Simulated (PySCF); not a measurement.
Gas-phase reaction: 4 ZnCH₃ = 3 Zn + 2 C₂H₅ + ZnH₂

Computed with PySCF and rigid-rotor harmonic-oscillator thermochemistry at 1 bar. † marks an energy on the PBE0/def2-TZVP geometry and frequencies. MP2 freezes the core. Open shells (unrestricted): ZnCH₃ (multiplicity 2), C₂H₅ (multiplicity 2); the rest are closed-shell singlets. Zn: all electrons, no relativistic terms. ZnCH₃, ZnH₂: computed as isolated molecules; such fragments, hydroxides, amides, oligomers or adducts are transient or little studied in the gas. MP2 isn't extrapolated to the basis-set limit.

PBE0/def2-SVP† gives ΔH°(298 K) = -28 kJ.

Question: What do ωB97X-V/def2-TZVP†, ωB97M-V/def2-TZVP†, MP2/def2-TZVPP† give?

Answer: ωB97X-V/def2-TZVP†: -54 kJ; ωB97M-V/def2-TZVP†: -61 kJ; MP2/def2-TZVPP†: -5 kJ. For scale, ΔH°(298 K) is -28 kJ at this level, -61 kJ at ωB97M-V/def2-TZVP†, and runs from -105 to 93 kJ over the 20 levels computed.
